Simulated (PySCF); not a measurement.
Vertical excitations of a molecule CH10O2Si3 from TDA-PBE/def2-SVPD in PySCF 2.14.0, as energy in eV (oscillator strength): 4.52 (0.017), 4.94 (0.000), 5.07 (0.014), 5.54 (0.008), 5.66 (0.063), 5.84 (0.012). Lowest triplet (TDA): 4.28 eV. The structure is a stationary point at PBE0-D3(BJ)/def2-SVP. Other conformers were not sampled.

### Question
Identify the compound among the candidates.
A. OC[Si](O)([SiH3])[SiH3]
B. C[Si@@H](O[SiH3])[SiH2]O
C. CO[SiH2][SiH2][SiH2]O
D. O[SiH2]O[SiH2]C[SiH3]

### Answer
A, OC[Si](O)([SiH3])[SiH3]
